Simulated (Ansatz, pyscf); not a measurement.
H₂C=SiH₂ (SMILES C=[SiH2]) → H₃C–SiH: (SMILES C[SiH]) [singlet], a hydrogen shift on the singlet surface: H–Si broken, C–H formed. Single points on ωB97X-D3(BJ)/def2-SVP structures (PySCF, gas phase). Wave-function energies: Ansatz (an electronic-structure program), frozen core, RHF or UHF references. In kJ/mol, from the reactant's lowest minimum found.

| level | barrier | reaction energy |
|---|---|---|
| ωB97X-D3(BJ)/def2-TZVP | 168.58 | +6.38 |
| M06-2X/def2-TZVP | 163.56 | +0.65 |
| CCSD(T)/cc-pV(D+d)Z | 158.23 | +6.29 |
| CCSDT(Q)/cc-pV(D+d)Z | 157.19 | +7.39 |
| CCSD(T)/cc-pV(T+d)Z | 159.94 | +7.14 |
| CCSD(T)/cc-pV(Q+d)Z | 161.86 | +11.65 |

In cc-pV(D+d)Z, going from CCSD(T) to CCSDT(Q) shifts the barrier by -1.05 and the reaction energy by +1.10 kJ/mol. With HF in the quadruple-zeta basis and the correlation energy extrapolated as X⁻³ from X = 3, 4, CCSD(T) gives 162.27 and +12.84; adding the double-zeta shift gives ΔE‡ = 161.22 and ΔE = +13.95 kJ/mol, without core correlation, relativity or geometry relaxation at these levels. This is the saddle that the search found; another between the same sides may lie lower. The CCSD(T) − MP2 part came from Ansatz, without density fitting, on the same reference. The largest closed-shell T1 diagnostic is 0.037, which may signal static correlation.
